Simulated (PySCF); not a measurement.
A PySCF script (with the pyscf-properties extension) for the NMR shieldings of `C#CC[C@@H]1[SiH2][SiH2][Si@H]1N`, C4H11NSi3, on a GFN2-xTB geometry:

```python
import basis_set_exchange as bse
import numpy as np
from pyscf import gto, dft
from pyscf.prop import nmr

atoms = """
C     1.891495    2.786159    0.787955
C     1.853345    1.716165    0.252138
C     1.762632    0.398635   -0.340064
C     0.558990   -0.373205    0.211881
Si    0.374252   -2.171735   -0.498644
Si   -1.847505   -1.649199   -1.000473
Si   -1.176493    0.432053   -0.186050
N    -2.109044    1.027699    1.142891
H     1.941238    3.733321    1.236598
H     2.692055   -0.141858   -0.130272
H     1.672019    0.503077   -1.425782
H     0.693888   -0.426090    1.299425
H     0.753329   -3.172594    0.509775
H     1.330220   -2.375330   -1.597425
H    -2.259259   -1.765383   -2.405957
H    -2.879003   -2.406488   -0.275011
H    -1.019168    1.628311   -1.019457
H    -1.822158    1.887312    1.584338
H    -2.420640    0.378401    1.846671
"""
names = dict.fromkeys(["C", "Si", "N", "H"], "pcSseg-1")
basis = {el: gto.basis.parse(bse.get_basis(n, elements=[el], fmt="nwchem")) for el, n in names.items()}
mol = gto.M(atom=atoms, basis=basis, charge=0, verbose=0)
mf = dft.RKS(mol, xc="PBE0")
mf.grids.level = 2
mf.grids.alignment = dft.numint.BLKSIZE   # the property module wants whole blocks of grid points
mf.conv_tol = 1e-9
mf.kernel()

calc = nmr.RKS(mf)   # GIAO
C = mf.mo_coeff
Co = C[:, mf.mo_occ > 0]
resp = mf.gen_response(singlet=True, hermi=2)
def vind(x):   # induced exchange potential for any number of trial vectors
    d = np.einsum("pi,xij,qj->xpq", C, 2 * x.reshape(-1, C.shape[1], Co.shape[1]), Co, optimize=True)
    return np.einsum("xpq,pi,qj->xij", resp(d - d.transpose(0, 2, 1)), C, Co, optimize=True).ravel()
mo1, _ = nmr.rhf.solve_mo1(calc, with_cphf=vind)
sigma = calc.kernel(mo1)
for i, s in enumerate(sigma):   # ppm
    print("%2d %-2s %9.2f" % (i, mol.atom_pure_symbol(i), np.trace(s) / 3))
```

**Question.** What does it print?

**Answer.** 
```
 0 C     113.49
 1 C      94.92
 2 C     164.98
 3 C     153.05
 4 Si    420.51
 5 Si    442.98
 6 Si    354.90
 7 N     241.37
 8 H      30.32
 9 H      29.10
10 H      29.42
11 H      30.23
12 H      27.38
13 H      27.91
14 H      27.51
15 H      27.53
16 H      26.30
17 H      30.83
18 H      31.20
```

These numbers come from an equivalent density-fitted implementation of the same equations, which agrees with the script to about 0.01 ppm for H and up to a few tenths of a ppm for heavy atoms, so last digits may differ.

**Question.** Turn these shieldings into chemical shifts. Shifts are taken against calculated references (same method and geometry level): ¹³C (σ = 186.93 ppm), ²⁹Si (σ = 349.16 ppm), ¹H (σ = 31.72 ppm) vs TMS; ¹⁵N (σ = 267.73 ppm) against NH3.

**Answer.** Averaging equivalent atoms: C 1: 92.0; C 0: 73.4; C 3: 33.9; C 2: 21.9; Si 6: -5.7; Si 4: -71.4; Si 5: -93.8; N 7: 26.4; H 16: 5.41; H 12: 4.34; H 14: 4.20; H 15: 4.19; H 13: 3.81; H 9: 2.62; H 10: 2.30; H 11: 1.49; H 8: 1.39; H 17/18: 0.70 ppm. Experimental scales use liquid or dissolved standards, which lie at an offset from isolated NH3 (liquid NH3: subtract about 20 ppm).

Size and cost of the density-fitted run: 212 basis functions, 2.9 min wall time (2.3 min CPU) on 1 thread of an Intel Xeon, shared host; peak memory 0.95 GiB.
